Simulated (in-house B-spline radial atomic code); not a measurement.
## RPA and G0W0 on LDA exchange-only: Cu XXVII (Cu26+)

Configuration [He] 2s1, highest spin, mean-field start LDA exchange-only. Computed with an all-electron radial atomic-structure program (B-spline basis): all electrons, non-relativistic, point nucleus, each spin shell either full or empty, empty states to l = 9 with an (l + 1/2)⁻⁴ tail; G0W0 by contour deformation at full frequency.

Command:
```bash
python run_gw.py task.json out
```
Settings (radii: box in bohr, nucleus in fm):
```
Z                        29
electrons                3
configuration            [He] 2s1
hamiltonian              nr
method                   lda,
lmax                     9
spin_polarised           True
box_radius               3.38
intervals                45
ion_configuration        1s2
```

Cost of the run: 0.6 s on 1 thread of Arm Neoverse V2, on a shared host.

Energies (hartree):

```json
{"term": "mean-field total", "value": "-914.11104"}
{"term": "Hartree-Fock functional on these orbitals", "value": "-916.81589"}
{"term": "direct second order", "value": "-0.37619"}
{"term": "second-order exchange", "value": "0.32317"}
{"term": "SOSEX correction", "value": "0.24639"}
```

**Question.** What is the RPA correlation energy, and what remains with SOSEX?

**Answer.** RPA gives -0.29832 hartree (-2.71 eV per electron); RPA + SOSEX gives -0.051926, and the second-order doubles -0.053022 hartree (no singles). SOSEX takes back 83 % of the RPA value.

Quasi-particle levels (eV):

| level | occupied | mean field | Σx - vxc | Σc | QP weight | G0W0 |
| --- | --- | --- | --- | --- | --- | --- |
| 2s up | yes | -2506.09 | -47.36 | ? | ? | ? |
| 1s down | yes | -10587.97 | -207.88 | 2.47 | 0.998 | -10793.38 |
| 1s up | yes | -10596.65 | -215.27 | 1.27 | 0.974 | -10810.66 |
| 2s down | no | -2461.42 | 21.48 | -11.16 | 0.914 | -2451.10 |

G0W0 = mean field + (Σx - vxc) + Σc, with Σc (partial-wave tail included) taken at the quasi-particle energy.

**Question.** Where does G0W0 put 2s up?

**Answer.** At -2560.03 eV, with Σc = -6.58 eV and a quasi-particle weight of 0.966. The tabulated removal energy is 2586.954 ± 0.007 eV (NIST, tabulated theory); the calculation leaves out relativity, Breit and QED terms, and what these don't explain is the method's own error.

**Question.** What does it cost to remove one electron (to 1s2) by differences of total energies, each species on its own start (correlation terms add to the Hartree-Fock functional)?

**Answer.** LDA exchange-only 2548.78 eV, Hartree-Fock functional 2553.32 eV, + RPA 2558.92 eV, + RPA + SOSEX 2553.47 eV, + second order 2553.49 eV. Tabulated: 2586.954 ± 0.007 eV (NIST, tabulated theory); the calculation leaves out relativity, Breit and QED terms, and what these don't explain is the method's own error.
